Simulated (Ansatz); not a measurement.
Gas-phase reaction in SMILES: N[Si](N)(O)O -> [NH2] (NH2) + N[Si](O)O (the N-Si bond at the site shown breaks; other sites are not compared here)
Geometries: B3LYP-D3(BJ)/def2-TZVP minima from Ansatz (a first-principles code), one conformer each, not searched for the lowest.

Property: bond dissociation energy (electronic energy difference), in kJ/mol. Correlated levels leave the core frozen unless marked. Open shells are spin-unrestricted. No spin-orbit coupling. Non-relativistic. CBS(X,Y): correlation extrapolated as X^-3; Hartree-Fock from the larger set. [CCSD(T)-MP2]/basis is that difference in the basis named.

RI-MP2/CBS(cc-pV(T+d)Z,cc-pV(Q+d)Z)+[CCSD(T)-MP2]/cc-pV(T+d)Z (Ansatz) gives 505.7 kJ/mol.

Another calculation gave 462.4 kJ/mol. Which level was it?
A. r2SCAN/def2-TZVPD (Ansatz)
B. wB97X-V/def2-TZVPD (Ansatz)
C. SVWN5/def2-TZVPD (Ansatz)
D. LC-wPBE/def2-TZVPD (Ansatz)

A, r2SCAN/def2-TZVPD (Ansatz). The others give 482.5 (LC-wPBE), 495.0 (wB97X-V), 546.5 (SVWN5) kJ/mol.
